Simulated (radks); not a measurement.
Results of a calculation; reference values are marked as such.
Question: These are the eigenvalues of the occupied orbitals of an atom or ion with whole-number occupations (Ry). Level of theory: Dirac Kohn-Sham, relativistic LDA (MacDonald-Vosko exchange, VWN5 correlation), spin-unpolarised, spherical densities, finite nucleus; Fermi nuclear charge, rms radius of each element as measured or else 0.836 A^(1/3) + 0.57 fm (a radial shooting solver on a logarithmic mesh with Libxc functionals).

1s1/2: -6827.979
2s1/2: -1409.946
2p1/2: -1366.033
2p3/2: -1197.041
3s1/2: -498.1502
3p1/2: -478.6810
3p3/2: -438.9556
3d3/2: -407.7458
3d5/2: -399.1114
4s1/2: -247.9643

Which element is it, and in what charge state? The configuration may be excited. Open shells, if any, fill j = l - 1/2 first.

Answer: Z = 83, bismuth, charge +54: Bi54+ in [Ar] 3d10 4s1. The list shows which subshells hold electrons but not how many an open one holds; the 1s level, -3414 hartree, gives Z - s = 82.6 by -(Z - s)^2/2, which with screening and relativity narrows Z to a few neighbours, and the depths of the outer levels then fix element, charge and occupations together.
